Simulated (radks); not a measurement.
All-electron atom: neutral arsenic in [Ar] 3d9 4s2 4p4 (not the ground configuration).

All-electron calculation, Dirac Kohn-Sham, PBE, spin-unpolarised, spherical densities, point nucleus; open shells fill j = l - 1/2 first. Program: a radial shooting solver on a logarithmic mesh with Libxc functionals.

Energy parts (Ry):
part                        energy
total                  -4518.94908
kinetic                 4621.23154
electron-nucleus      -10885.69144
Hartree                 1911.77999
exchange-correlation    -166.26916

Orbitals (lengths in bohr, moments of r in powers of bohr):
\begin{tabular}{lrrrr}
orbital & occ. & eigenvalue (Ry) & <r^2> & small-component weight \\ \hline
1s1/2 & 2 & -862.0275 & 0.002786 & 1.43e-02 \\
2s1/2 & 2 & -110.2608 & 0.04842 & 2.78e-03 \\
2p1/2 & 2 & -98.60838 & 0.03746 & 2.77e-03 \\
2p3/2 & 4 & -95.92228 & 0.03893 & 2.71e-03 \\
3s1/2 & 2 & -14.81115 & 0.4056 & 6.60e-04 \\
3p1/2 & 2 & -10.88808 & 0.4268 & 6.10e-04 \\
3p3/2 & 4 & -10.51031 & 0.4411 & 5.95e-04 \\
3d3/2 & 4 & -3.79706 & 0.5268 & 4.77e-04 \\
3d5/2 & 5 & -3.74024 & 0.5335 & 4.73e-04 \\
4s1/2 & 2 & -1.22713 & 3.891 & 9.15e-05 \\
4p1/2 & 2 & -0.48914 & 6.312 & 5.90e-05 \\
4p3/2 & 2 & -0.46399 & 6.583 & 5.68e-05 \\
\end{tabular}

The highest occupied level is 4p3/2 at -6.313 eV. The density falls to 0.001 e/bohr^3 at r = 4.32 bohr. Summed over all electrons, <r^2> = 42.11 bohr^2, which gives a Langevin (diamagnetic) susceptibility term of -33.4 x 10^-6 cm^3/mol.
